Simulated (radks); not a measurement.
The numbers below are computed, except where a source is named.
Problem. Zn+, 29 electrons, occupied as [Ar] 3d10 4s1 (the NIST ground configuration). Level of theory: Dirac Kohn-Sham, Slater X-alpha with alpha = 0.667, spin-unpolarised, spherical densities, finite nucleus; Fermi nuclear charge, rms radius 3.9283 fm (a radial shooting solver on a logarithmic mesh with Libxc functionals). Some entries of the table are withheld. Estimate them.

| orbital | occ. | eigenvalue (hartree) | <r> (bohr) |
|---|---|---|---|
| 1s1/2 | 2 | -349.5594 | 0.05038 |
| 2s1/2 | 2 | -42.76009 | 0.2264 |
| 2p1/2 | 2 | (1) | 0.1961 |
| 2p3/2 | 4 | (2) | 0.1995 |
| 3s1/2 | 2 | (3) | (4) |
| 3p1/2 | 2 | (5) | 0.7073 |
| 3p3/2 | 4 | (6) | 0.7183 |
| 3d3/2 | 4 | -0.69100 | 0.8976 |
| 3d5/2 | 6 | -0.67780 | 0.9054 |
| 4s1/2 | 1 | -0.48603 | 2.413 |

Solution. 
(1) 2p1/2 eigenvalue (hartree): -37.73598
(2) 2p3/2 eigenvalue (hartree): -36.86081
(3) 3s1/2 eigenvalue (hartree): -5.02494
(4) 3s1/2 <r> (bohr): 0.6826
(5) 3p1/2 eigenvalue (hartree): -3.43513
(6) 3p3/2 eigenvalue (hartree): -3.32221
